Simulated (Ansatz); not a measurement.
System: BN₂H₄, charge 0, doublet. BN2H4 (SMILES [NH]BN, doublet).
B3LYP-D3(BJ)/def2-TZVP minimum from Ansatz (a first-principles code):
```xyz
7

B     -0.1977    -0.1363    -0.3950
H     -0.6992    -0.6180    -1.3776
N     -0.2306     1.2860    -0.2866
H      0.3758     1.8333    -0.8939
N      0.2837    -0.9855     0.6081
H      0.7047    -0.6510     1.4588
H      0.2355    -1.9863     0.5374
```
Charge 0, spin multiplicity 2.

Atomisation energy term by term, kcal/mol (programs: Ansatz). Open shells are spin-unrestricted; no spin-orbit coupling. Correlated methods leave the cores frozen. Rows without X2C or -DK are non-relativistic. CBS(X,Y): correlation extrapolated as X^-3, Hartree-Fock from the larger set. A bracket is a step between two methods taken in the basis named. '+ core + X2C': CCSD(T) terms for core correlation (cc-pwCVTZ) and scalar relativity (cc-pVTZ-DK). Where a partner has so few electrons that a lower coupled-cluster level is exact, that level stands in.

```json
[
 {"term": "Hartree-Fock", "basis": "cc-pVQZ", "kcal/mol": "413.95"},
 {"term": "CCSD correlation", "basis": "CBS(cc-pVTZ,cc-pVQZ)", "kcal/mol": "159.37"},
 {"term": "(T)", "basis": "CBS(cc-pVTZ,cc-pVQZ)", "kcal/mol": "9.34"},
 {"term": "CCSDT(Q) - CCSD(T)", "basis": "cc-pVDZ", "kcal/mol": "0.69"},
 {"term": "core correlation", "basis": "cc-pwCVTZ", "kcal/mol": "2.67"},
 {"term": "scalar relativity", "basis": "X2C, cc-pVTZ-DK", "kcal/mol": "-0.55"},
 {"term": "sum: De", "basis": "", "kcal/mol": "585.5"}
]
```
